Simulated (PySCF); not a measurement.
Atom-mapped SMILES (the numbers label the heavy atoms): `[CH3:1][c:2]1[n:3][cH:4][n:5][n:6]1[Si:7]([CH3:8])([CH3:9])[CH3:10]`; H(Xn) means a hydrogen on atom n.

PySCF 2.14.0 with density-fitted response routines calculation with GFN2-xTB geometry and σ from GIAO-PBE0/pcSseg-1; one computed conformer, one averaged value for each set of equivalent atoms, isolated molecule, relativity neglected.

Task: Predict the 2D correlation tables (HSQC, COSY, HMBC).

Result: 

HSQC (one-bond C–H):
```csv
δH,δC
7.80 (H(C4)),156.9 (C4)
2.58 (H(C1)),15.9 (C1)
0.46 (H(C8)/H(C9)/H(C10)),0.4 (C8/C9/C10)
```

HMBC (two and three bonds, from the bond graph):
```csv
δH,δC
7.80 (H(C4)),162.4 (C2)
2.58 (H(C1)),162.4 (C2)
0.46 (H(C8)/H(C9)/H(C10)),0.4 (C8/C9/C10)
```

No COSY cross peaks are expected.

References, each an isolated molecule treated in the same way: TMS for ¹H and ¹³C.

Short H···H contacts in this conformer between protons four or more bonds apart (candidates for NOE cross peaks, intensity ∝ r⁻⁶): H(C1)···H(C9) 2.46 Å.

Shifts are as computed. Against solution values, carbons near 30 ppm lie about +3 ppm off and those near 130 ppm about +5 ppm. Of 1211 compounds with measured shifts, 218 miss one by over three times the rms of a fit or turn the order of signals round; such compounds aren't used in these exercises.
